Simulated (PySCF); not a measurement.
Bond stretch in Ga2, triplet. Each curve is given relative to its own lowest point near equilibrium.

```
R / Å     A      B      C      D
-----  ----  -----  -----  -----
2.17   87.4   63.9  106.6   32.0
2.29   57.4   33.4   54.9   10.7
2.43   26.6   20.8   20.4   16.3
2.53   11.3    7.8    7.5    5.5
2.63    3.1    1.4    1.3    0.8
2.70    0.5    0.0    0.0    0.0
2.77    0.0    0.4    0.6    0.9
2.89    2.8    4.4    4.9    5.1
2.99    7.7    9.8   10.6   10.5
3.09   14.3   16.6   17.6   17.1
3.34   31.0   36.8   37.5   35.9
3.67   45.1   63.5   63.2   61.5
4.09   55.0   84.7   88.8   90.6
4.48   59.9   96.5      —  112.7
4.90   62.9  104.6      —  131.6
5.34   64.8  110.4      —  141.1
5.92   66.2  114.5      —  146.2
6.59   67.0  115.7      —  148.5
7.32   67.4  115.9      —  149.5
8.02   67.6  116.1      —  149.9
```

Energies in kJ/mol.

Task: Which curve belongs to which method? The methods are SC-NEVPT2 on CASSCF(6,8)/cc-pVDZ, all electrons correlated (PySCF 2.14.0); unrestricted Hartree-Fock/6-31G*, spherical d run with PySCF; unrestricted M06-2X/cc-pVDZ (PySCF); unrestricted r2SCAN/cc-pVDZ in PySCF.

Result: A is UHF/6-31G*; B is UKS-M06-2X; C is NEVPT2; D is UKS-r2SCAN.

Dashes: no converged value, or the column stops at the first point that the program doubted or that broke a chosen test of continuity, which isn't proof of a fault.

The unrestricted determinant behind UHF/6-31G* is spin-contaminated at 2.17 Å (<S²> up to 2.3, against 2.00 for a pure triplet).
